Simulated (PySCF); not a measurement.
Cl2O2W, multiplicity 1. Atoms are numbered in the order given.

```xyz
5

W      0.0000     0.0000    -0.2017
O      0.0000    -1.3689    -1.2345
O      0.0000     1.3689    -1.2345
Cl    -1.9263     0.0000     1.0199
Cl     1.9263     0.0000     1.0199
```
Charge 0, spin multiplicity 1.

Geometry: PBE-D3(BJ)/def2-SVP. The multiplicity is an assumed one; no other spin state was optimised. The isomer is the one that the SMILES or the coordinates give; other isomers of the formula were not compared. The def2 effective core potentials stand for the cores of W; spin–orbit coupling is left out.

Level of theory: PBE-D3(BJ)/def2-SVP (PySCF 2.14.0).

Frequencies are harmonic and unscaled.

Computed normal modes with their intensities:
| mode | ν (cm⁻¹) | IR (km/mol) | moving atoms (share of kinetic energy) |
|---|---|---|---|
| 1 | 107 | 0.5 | Cl 84 %, W 14 % |
| 2 | 151 | 3.8 | O 43 %, Cl 35 %, W 22 % |
| 3 | 207 | 0.0 | O 81 %, Cl 19 % |
| 4 | 219 | 4.1 | O 74 %, Cl 19 % |
| 5 | 336 | 0.0 | O 79 %, Cl 19 % |
| 6 | 408 | 21.3 | Cl 71 %, W 15 %, O 14 % |
| 7 | 418 | 67.0 | Cl 70 %, W 27 % |
| 8 | 973 | 119.1 | O 89 %, W 11 % |
| 9 | 1003 | 69.5 | O 94 % |
